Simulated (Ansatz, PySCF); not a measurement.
Gas-phase reaction in SMILES: Br[Se]Br [bromo selenohypobromite] → Br[Se]Br as doublet, charge -1 (an electron is taken up)
Geometries: B3LYP-D3(BJ)/def2-TZVP minima from Ansatz (a program for electronic structure).
Geometry of the first species:
```xyz
3

Se     0.0255    -0.0112     0.9792
Br     0.8055    -1.6280    -0.5156
Br    -0.8303     1.6388    -0.4356
```

Quantity: adiabatic electron affinity (0 K, with B3LYP-D3(BJ) harmonic zero-point energies from PySCF), positive where the reaction releases energy, in eV. Correlated levels leave the core frozen unless marked. Open shells are spin-unrestricted. Spin-orbit coupling is left out. Frozen are the shells of the preceding noble gas and the d and f shells that filled before the atom's block. No relativistic terms. Anions need diffuse functions: aug- sets have them; def2-D sets add few; the other sets have none. Basis-set limits of correlation are two-point, X^-3; Hartree-Fock from the larger set. The bracket is a focal-point correction in the basis named.

```csv
level,program,adiabatic electron affinity (eV)
B97M-V/def2-TZVPD,Ansatz,___
PBE0/6-31G*,Ansatz,___
PBE0-D3(BJ)/def2-TZVP,Ansatz + dftd3,2.44
BHLYP-D3(BJ)/def2-TZVPD,Ansatz + dftd3,2.53
TPSSh/def2-TZVPD,PySCF,___
r2SCAN0-D4/def2-TZVPD,Ansatz + dftd4,2.61
HSE06-D3(BJ)/def2-TZVPD,Ansatz + dftd3,2.51
B2GP-PLYP/def2-TZVPD,Ansatz,___
B2PLYP-D4/def2-TZVPD,Ansatz + dftd4,2.51
PBE-QIDH/def2-TZVPD,Ansatz,2.45
RPA@PBE/cc-pVQZ,Ansatz,2.72
SCS-MP2/aug-cc-pVDZ,Ansatz,2.50
CCSD/6-31G,Ansatz,2.92
"RI-MP2/CBS(aug-cc-pVTZ,aug-cc-pVQZ)+[CCSD(T)-MP2]/aug-cc-pVTZ",Ansatz,2.43
```

Problem. Complete the blanks.

Solution. 
- B97M-V/def2-TZVPD, adiabatic electron affinity (eV): 2.52
- PBE0/6-31G*, adiabatic electron affinity (eV): 2.56
- TPSSh/def2-TZVPD, adiabatic electron affinity (eV): 2.58
- B2GP-PLYP/def2-TZVPD, adiabatic electron affinity (eV): 2.49
